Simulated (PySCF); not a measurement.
1,1-difluorobut-2-yne (C4H4F2), SMILES CC#CC(F)F.

The structure is a stationary point at r2SCAN-D4/def2-SVP.

All values below come from TDDFT-ωB97X/def2-SVPD in PySCF 2.14.0.

Vertical excitations. 

Computed lowest excited states:
```json
[
 {"state": "S1", "energy (eV)": "6.25", "λ (nm)": "199", "f": "0.000", "main pairs": "HOMO→LUMO+1 80 %"},
 {"state": "S2", "energy (eV)": "6.58", "λ (nm)": "188", "f": "0.001", "main pairs": "HOMO−1→LUMO+1 49 %, HOMO→LUMO+2 20 %, HOMO→LUMO 19 %"},
 {"state": "S3", "energy (eV)": "6.63", "λ (nm)": "187", "f": "0.001", "main pairs": "HOMO−1→LUMO+2 35 %, HOMO−1→LUMO 34 %, HOMO→LUMO+1 14 %, HOMO−1→LUMO+3 11 %"},
 {"state": "S4", "energy (eV)": "8.07", "λ (nm)": "154", "f": "0.033", "main pairs": "HOMO→LUMO 59 %, HOMO→LUMO+2 26 %"},
 {"state": "S5", "energy (eV)": "8.16", "λ (nm)": "152", "f": "0.027", "main pairs": "HOMO−1→LUMO 50 %, HOMO−1→LUMO+2 34 %, HOMO−1→LUMO+3 8 %"},
 {"state": "S6", "energy (eV)": "9.27", "λ (nm)": "134", "f": "0.681", "main pairs": "HOMO→LUMO+2 45 %, HOMO−1→LUMO+1 20 %, HOMO→LUMO+3 15 %"},
 {"state": "S7", "energy (eV)": "9.56", "λ (nm)": "130", "f": "0.048", "main pairs": "HOMO−1→LUMO+3 65 %, HOMO−1→LUMO+2 17 %"},
 {"state": "S8", "energy (eV)": "9.62", "λ (nm)": "129", "f": "0.001", "main pairs": "HOMO−2→LUMO+1 84 %"},
 {"state": "S9", "energy (eV)": "9.67", "λ (nm)": "128", "f": "0.803", "main pairs": "HOMO→LUMO+3 61 %, HOMO−1→LUMO+1 21 %"},
 {"state": "S10", "energy (eV)": "9.88", "λ (nm)": "125", "f": "0.086", "main pairs": "HOMO−2→LUMO 52 %, HOMO−2→LUMO+2 32 %"},
 {"state": "T1", "energy (eV)": "5.21", "λ (nm)": "238", "f": "0", "main pairs": "HOMO−1→LUMO+1 54 %, HOMO→LUMO+2 16 %, HOMO→LUMO 13 %"},
 {"state": "T2", "energy (eV)": "5.75", "λ (nm)": "216", "f": "0", "main pairs": "HOMO→LUMO+1 65 %, HOMO−1→LUMO+2 12 %, HOMO−1→LUMO 10 %"},
 {"state": "T3", "energy (eV)": "5.79", "λ (nm)": "214", "f": "0", "main pairs": "HOMO−1→LUMO+1 36 %, HOMO→LUMO+2 25 %, HOMO→LUMO 22 %, HOMO→LUMO+3 8 %"},
 {"state": "T4", "energy (eV)": "6.37", "λ (nm)": "195", "f": "0", "main pairs": "HOMO−1→LUMO+2 29 %, HOMO→LUMO+1 28 %, HOMO−1→LUMO 27 %, HOMO−1→LUMO+3 9 %"}
]
```
Triplets are in the Tamm–Dancoff approximation, which puts them higher than full response would, so one can lie above its singlet here.
